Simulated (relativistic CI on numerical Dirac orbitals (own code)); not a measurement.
# Electric-dipole lines of Bi⁴⁷⁺

Calculated at this level of theory: Dirac-Coulomb-Breit CI, separate exchange-only KLI orbitals for each configuration, QED by a radiative potential, unscaled Slater integrals (own radial code, finite nucleus).

Configuration list (outside the closed core [Ar] 3d10): 4s2 4p6, 4s2 4p5 4d, 4s 4p6 4d, 4s2 4p5 4f, 4s 4p6 4f, 4p6 4d 4f, 4s2 4p5 5s, 4s2 4p5 5p, 4s 4p6 5s, 4s2 4p5 5d, 4s2 4p5 5f, 4s 4p6 5p, 4s2 4p5 5g, 4s 4p6 5d, 4p6 4f 5s, 4s 4p6 5f, 4s2 4p5 6s, 4s2 4p5 6p, 4s 4p6 5g, 4s2 4p5 6d, 4s2 4p5 6f, 4p6 4d2, 4p5 4d3, 4p5 4d2 4f, 4p5 4d2 5s, 4p5 4d2 5p, 4p6 4f2, 4p5 4d 4f2, 4p5 4f3, 4p5 4f2 5s, 4p5 4f2 5p, 4p6 4d 5s, 4p5 4d 4f 5s, 4p5 4d 5s2, 4p5 4d 5s 5p. Double excitations out of closed p, d and f shells are left out; levels of such configurations are missing from the list, as are those of other unlisted configurations, and high levels can miss mixing partners. These lack a partner that the ground configuration has and come out too high: 4s2 4p5 5d, 4s2 4p5 5f, 4s2 4p5 5g, 4s2 4p5 6s, 4s2 4p5 6p.

```tsv
λ vac (Å)	Lower	Upper	A (s⁻¹)	log gf	S velocity/length
10.458	4s2 4p6 1S_0 [1]	4s2 4p5 5d 1P°_1 [61]	1.82e+13	-0.05	0.98
11.299	4s2 4p5 4d 3F°_2 [10]	4s2 4p5 5f 3G_3 [232]	1.55e+13	0.32	0.96
11.336	4s2 4p5 4d 3D°_2 [5]	4s2 4p5 5f 3F_3 [129]	1.21e+13	0.21	0.96
11.346	4s2 4p5 4d 3F°_3 [4]	4s2 4p5 5f 3G_4 [124]	1.52e+13	0.42	0.96
11.637	4s2 4p5 4d 3F°_4 [6]	4s2 4p5 5f 3G_5 [131]	1.70e+13	0.58	0.96
11.649	4s2 4p5 4d 1D°_2 [7]	4s2 4p5 5f 1F_3 [135]	1.43e+13	0.31	0.95
11.651	4s2 4p5 4d 3P°_2 [12]	4s2 4p5 5f 3D_3 [241]	1.58e+13	0.35	0.95
11.668	4s2 4p5 4d 3F°_3 [13]	4s2 4p5 5f 3G_4 [244]	1.69e+13	0.49	0.96
11.701	4s2 4p5 4d 3D°_3 [8]	4s2 4p5 5f 3F_4 [137]	1.48e+13	0.44	0.96
13.606	4s2 4p5 4f 3D_1 [14]	4s2 4p5 5g 3F°_2 [171]	2.29e+13	0.50	0.95
13.685	4s2 4p5 4f 3D_2 [15]	4s2 4p5 5g 3F°_3 [172]	1.75e+13	0.54	0.96
13.731	4s2 4p5 4f 3G_4 [16]	4s2 4p5 5g 3H°_5 [173]	3.00e+13	0.97	1.01
13.737	4s2 4p5 4f 3F_3 [17]	4s2 4p5 5g 3G°_4 [177]	2.16e+13	0.74	0.99
13.819	4s2 4p5 4f 1F_3 [19]	4s2 4p5 5g 1G°_4 [178]	2.48e+13	0.81	0.98
13.836	4s2 4p5 4f 3G_5 [18]	4s2 4p5 5g 3H°_6 [175]	3.09e+13	1.06	1.01
13.878	4s2 4p5 4f 3F_4 [20]	4s2 4p5 5g 3G°_5 [179]	2.91e+13	0.97	0.99
13.895	4s2 4p5 4f 1D_2 [21]	4s2 4p5 5g 1F°_3 [180]	2.54e+13	0.71	0.99
32.269	4p6 4d2 1G_4 [42]	4p5 4d3 1G°_4 [197]	5.34e+12	0.88	0.79
32.321	4s2 4p6 1S_0 [1]	4s2 4p5 4d 1P°_1 [11]	4.71e+12	0.35	0.77
32.695	4p6 4d2 3F_4 [47]	4p5 4d3 3G°_5 [237]	4.09e+12	0.86	0.84
32.753	4p6 4d2 3F_4 [47]	4p5 4d3 3F°_4 [234]	4.29e+12	0.79	0.81
39.073	4s2 4p5 4d 3F°_3 [4]	4s 4p6 4d 3D_2 [23]	1.77e+12	0.31	0.93
39.347	4s2 4p5 4d 3F°_4 [6]	4s 4p6 4d 3D_3 [24]	1.60e+12	0.42	0.97
39.420	4s2 4p5 4f 3G_5 [18]	4s 4p6 4f 3F°_4 [32]	1.67e+12	0.54	0.87
39.524	4s2 4p5 4f 3G_4 [16]	4s 4p6 4f 3F°_3 [31]	1.63e+12	0.43	0.88
45.371	4p6 4d2 1G_4 [42]	4p6 4d 4f 3G°_5 [158]	1.59e+12	0.73	0.95
47.032	4s2 4p5 4d 3F°_3 [4]	4s2 4p5 4f 3G_4 [16]	6.80e+11	0.31	1.02
49.379	4s2 4p6 1S_0 [1]	4s2 4p5 4d 1P°_1 [9]	1.36e+12	0.17	0.69
51.819	4s2 4p5 4d 3F°_4 [6]	4s2 4p5 4f 3G_5 [18]	5.46e+11	0.38	1.04
52.105	4s2 4p5 4d 3D°_3 [8]	4s2 4p5 4f 3F_4 [20]	5.04e+11	0.27	0.95
```

Terms are leading LS components. Brackets give the number of a level in order of energy, since labels repeat. The list gives strong lines, with weight on those to low levels, among the lowest 400 of 2891 levels, so that lines to higher ones, which can be the strongest, are missing. Levels whose partners in the same complex of configurations lie outside the list can be far off, and so can their lines. Rates are taken at the computed energies, electric ones in the length gauge. A velocity-to-length ratio far from 1 marks an uncertain rate.

At this charge energies of transitions that change n are usually good to better than 1 %, and those within a shell (Δn = 0) to a few per cent.

LS names give the leading component of a level, which can be under half, so a name can repeat, a term be missing and a line seem to break the LS rules.
